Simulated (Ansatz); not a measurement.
`COB(Br)Br`, relaxed with RKS PBE0-D4/def2-TZVP in Ansatz 0.2.0 from a PBE-D4/def2-SVP geometry. The force threshold is 0.005 eV/Å; the program also tests the step.

Charge 0, multiplicity 1.

Start:

```xyz
8

C    -1.011    0.241    0.574
O     0.147   -0.564    0.381
B     1.120   -0.395   -0.526
Br    2.571   -1.661   -0.531
Br    1.124    1.057   -1.813
H    -1.905   -0.409    0.494
H    -0.973    0.671    1.594
H    -1.073    1.059   -0.172
```

| step | energy (eV) | largest force (eV/Å) | largest move (Å) |
| --- | --- | --- | --- |
| 1 | -143886.0573 | 0.497 | 0.000 |
| 2 | -143886.0827 | 0.156 | 0.021 |
| 3 | -143886.0846 | 0.026 | 0.006 |
| 4 | -143886.0846 | 0.012 | 0.003 |
| 5 | -143886.0847 | 0.001 | 0.001 |

End:

```xyz
8

C    -1.007    0.242    0.570
O     0.145   -0.562    0.382
B     1.105   -0.390   -0.516
Br    2.551   -1.646   -0.531
Br    1.115    1.049   -1.798
H    -1.883   -0.401    0.488
H    -0.965    0.666    1.574
H    -1.061    1.042   -0.169
```

Run time 22 s (4 threads of a server CPU on a shared host); peak host memory 0.71 GiB.
